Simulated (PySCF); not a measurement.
Species: C6H10FN3.
Z-matrix (Å and degrees, PBE0-D3(BJ)/def2-SVP geometry), rows numbered from 1:
```
C 
C   1  1.5192
C   2  1.5214  1  113.43
N   3  1.4471  2  112.28  1   -60.28
N   4  1.3146  3  122.47  2   110.51
C   5  1.3345  4  104.95  3  -177.10
C   6  1.4863  5  124.36  4  -179.63
C   6  1.4051  5  105.84  4     0.33
F   8  1.3141  6  127.69  5  -179.77
N   8  1.3168  6  110.51  5    -0.09
H   1  1.1014  2  111.48  3   -60.26
H   1  1.1009  2  111.23  3    59.58
H   1  1.0999  2  111.12  3   179.39
H   2  1.1027  1  110.54  3   120.87
H   2  1.1021  1  110.32  3  -121.66
H   3  1.1003  2  110.84  1   178.83
H   3  1.0985  2  111.65  1    57.68
H   7  1.1001  6  111.13  5    58.26
H   7  1.1004  6  111.22  5   -61.62
H   7  1.0980  6  110.22  5   178.34
```

Level: PBE0/pcSseg-1 in PySCF, non-relativistic, on one gas-phase PBE0-D3(BJ)/def2-SVP geometry that isn't relaxed in the solvent. The solvent is an IEF-PCM continuum (Bondi radii, 1.10 Å for H, scaled by 1.2). Only the electrostatic response of the medium enters.

```csv
run,E − E(gas) (kJ/mol),HOMO (eV),HOMO–LUMO gap (eV),dipole (D)
gas,0.00,-7.18,7.00,1.73
P,-15.23,-7.21,6.95,1.98
Q,-18.09,-7.23,6.93,2.03
```

Task: The runs were made in chloroform and dichloromethane. Which run belongs to which solvent?

Result: P = chloroform, Q = dichloromethane. The dielectric constants are 4.711 (chloroform), 8.93 (dichloromethane), and the energy falls further as ε rises. In this model the ground state sees the solvent through ε alone.

Task: How constant is the ratio of the lowering to (ε − 1)/(2ε + 1)?

Result: 
```tsv
solvent	(ε − 1)/(2ε + 1)	E − E(gas) (kJ/mol)	ratio (kJ/mol)	polarisation term (kJ/mol)
chloroform	0.356	-15.23	-42.8	-16.47
dichloromethane	0.420	-18.09	-43.0	-19.87
```

The ratio changes by +0.6 % in size from chloroform to dichloromethane. The polarisation term is half the interaction of the solute with the induced surface charges.
